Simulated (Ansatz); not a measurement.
`[CH3][AlH][SiH2]F` + HCl → `[CH3][AlH][SiH2]Cl` + H–F  (ligand exchange at the Si–F bond)

Calculated with Ansatz (gas phase, PBE0-D4/def2-TZVP geometries, no zero-point term in ΔE). CBS: MP2 limit from def2 TZ/QZ plus the TZ coupled-cluster correction, frozen cores. This one scheme is used for every species. DFT in def2-TZVPP. HSE06 is defined as in plane-wave codes. One conformer a species, not always the lowest.

`[CH3][AlH][SiH2]F`:

Z-matrix (Å, degrees):
```
C
Al 1 1.950
H 1 1.095 2 110.6
H 1 1.096 2 110.3 3 -117.0
H 1 1.092 2 113.2 3 121.7
Si 2 2.472 1 120.6 3 56.0
H 2 1.593 1 122.0 3 -124.1
F 6 1.616 2 110.8 1 -0.3
H 6 1.494 2 113.1 1 -120.1
H 6 1.493 2 113.1 1 119.4
```

HCl:

```xyz
2

Cl   -0.151   -0.542   -0.303
H     0.151    0.542    0.303
```

`[CH3][AlH][SiH2]Cl`:

Z-matrix (Å, degrees):
```
C
Al 1 1.947
H 1 1.092 2 112.7
H 1 1.096 2 110.4 3 -121.0
H 1 1.095 2 110.7 3 121.5
Si 2 2.466 1 120.3 3 2.3
H 2 1.592 1 121.4 3 -177.9
Cl 6 2.081 2 109.2 1 -1.0
H 6 1.491 2 114.0 1 -119.9
H 6 1.491 2 113.9 1 117.8
```

H–F:

Z-matrix (Å, degrees):
```
F
H 1 0.920
```

(1) Is it downhill or uphill in electronic energy at CCSD(T)/CBS, and by how much? (Best estimate.)

(2) What do these levels give: PBE-D4, r2SCAN-D4, HSE06-D4, BHLYP-D4, CAM-B3LYP-D4, RPA@PBE/def2-TZVPP? (An estimate is asked.)

Largest T1 diagnostic among the species: 0.011.

## Answers

(1) Computed: Uphill: ΔE = +21.6 kJ/mol.

(2) Computed: PBE-D4 17.6, r2SCAN-D4 24.6, HSE06-D4 15.8, BHLYP-D4 27.8, CAM-B3LYP-D4 32.8, RPA@PBE/def2-TZVPP 30.1 kJ/mol.

At CCSD(T), def2-SVP lies +3.2 kJ/mol from the extrapolated value and def2-TZVPP +3.8 kJ/mol. The D4 term adds −6.2 kJ/mol with B3LYP and −3.4 kJ/mol with PBE0; it sums over pairs of atoms, weighted by their polarisabilities, and B3LYP, whose exchange is more repulsive, gets the larger term.

B3LYP here is the variant with VWN-RPA as its local correlation; programs differ in this.
